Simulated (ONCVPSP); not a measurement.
Configuration tests for N (Z = 7) (ONCV)

N, optimised norm-conserving Vanderbilt (ONCV), made with ONCVPSP 4.0.1 (LDA (Perdew-Zunger), scalar-relativistic). Core [He], reference 2s1 2p4. Waves: 2s: rc 1.05 bohr, ncon 4, nbas 8, qcut 7.8 1/bohr, 1 projector; 2p: rc 2.35 bohr, ncon 5, nbas 8, qcut 7.4 1/bohr, 1 projector. Local part: polynomial inside 0.70 bohr (lpopt 5, dvloc0 4 Ha). Core correction: Teter function, fcfact 5.25, rcfact 1.05.

Energies are relative to the spin-unpolarised reference configuration 2s1 2p4; without spin polarisation the order of configurations can differ from experiment.

```csv
valence configuration,charge,ΔE all-electron (eV),error AE − PS (meV)
2s2 2p2,+1,2.528,+179
2s2 2p1,+2,31.498,+841
```

(1) What are ΔE and the potential's error for 2s2 2p3?

(2) What are ΔE and the potential's error for 2s1 2p3?

Results:

(1) ΔE = -11.204 eV all-electron; the error (AE − PS) is +2.5 meV.

(2) ΔE = 13.981 eV all-electron; the error (AE − PS) is +29 meV.
